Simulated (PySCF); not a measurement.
Energy of S⁺ (sulfur, charge +1) between two integer charges

The 3p alpha orbital of [Ne] 3s2 3p3 is emptied in steps (occupation f), with all orbitals relaxed, ending at [Ne] 3s2 3p2. Computed with PySCF 2.14 in aug-cc-pV(T+d)Z (6s5p4d2f, 55 functions), with the non-relativistic Hamiltonian (point nucleus). The exact energy is a straight line in f; departures are measured from the line between the end points of the same method.

Q: Among UHF, LDA, PBE, PBE0, r2SCAN, LC-wPBE, BHandHLYP, wB97X, HSE06, BLYP, which shows the largest delocalisation error (convex curve), and which is closest to linear?

A: Most convex: LDA (-1.335 eV at f = 0.4); closest to linear: UHF (0.170 eV).

| f | UHF (eV) | LDA (eV) | PBE (eV) | PBE0 (eV) | r2SCAN (eV) | LC-wPBE (eV) | BHandHLYP (eV) | wB97X (eV) | HSE06 (eV) | BLYP (eV) |
| --- | --- | --- | --- | --- | --- | --- | --- | --- | --- | --- |
| 1 | 0.000 | 0.000 | 0.000 | 0.000 | 0.000 | 0.000 | 0.000 | 0.000 | 0.000 | 0.000 |
| 0.8 | 0.117 | -0.885 | -0.864 | -0.622 | -0.803 | -0.159 | -0.387 | -0.217 | -0.687 | -0.871 |
| 0.6 | 0.172 | -1.332 | -1.296 | -0.931 | -1.193 | -0.234 | -0.580 | -0.321 | -1.028 | -1.308 |
| 0.4 | 0.170 | -1.335 | -1.294 | -0.927 | -1.179 | -0.229 | -0.579 | -0.313 | -1.024 | -1.307 |
| 0.2 | 0.111 | -0.891 | -0.860 | -0.615 | -0.776 | -0.148 | -0.385 | -0.202 | -0.679 | -0.870 |
| 0 | 0.000 | 0.000 | 0.000 | 0.000 | 0.000 | 0.000 | 0.000 | 0.000 | 0.000 | 0.000 |

| method | E(f=0) − E(f=1) (eV) | −ε at f=1 (eV) | −ε at f=0.4 (eV) |
| --- | --- | --- | --- |
| UHF | 22.721 | 23.463 | 22.566 |
| LDA | 23.399 | 17.891 | 24.499 |
| PBE | 23.320 | 17.929 | 24.414 |
| PBE0 | 23.387 | 19.497 | 24.182 |
| r2SCAN | 23.522 | 18.468 | 24.579 |
| LC-wPBE | 23.487 | 22.485 | 23.708 |
| BHandHLYP | 23.139 | 20.721 | 23.629 |
| wB97X | 23.252 | 21.886 | 23.559 |
| HSE06 | 23.372 | 19.076 | 24.247 |
| BLYP | 23.020 | 17.590 | 24.116 |

Reference removal energy between the ground levels: 23.338 eV (measured; NIST Atomic Spectra Database, ionization energies). The calculation has no spin-orbit coupling. UHF lacks correlation.
